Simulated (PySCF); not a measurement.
Computed shifts of a molecule C2H7BO3, PBE0/pcSseg-1 (PySCF), GIAO, gas phase, equivalent atoms averaged, in ppm (number of nuclei): ¹H: 3.90 (3), 3.78 (3), 3.10 (1). ¹³C: 54.2 (2). References: ¹¹B against BF3 (σ = 88.8 ppm); ¹⁷O against H2O (σ = 334.2 ppm); ¹H against TMS (σ = 31.56 ppm); ¹³C against TMS (σ = 186.3 ppm), references at their B3LYP-D3(BJ)/def2-TZVP geometries, non-relativistic. Geometry optimised at PBE0-D3(BJ)/def2-SVP. Other conformers were not sampled.

### Question
Which molecule gave these data?
A) COCB(O)O
B) OCB(O)CO
C) COB(O)CO
D) COB(O)OC

### Answer
D, COB(O)OC
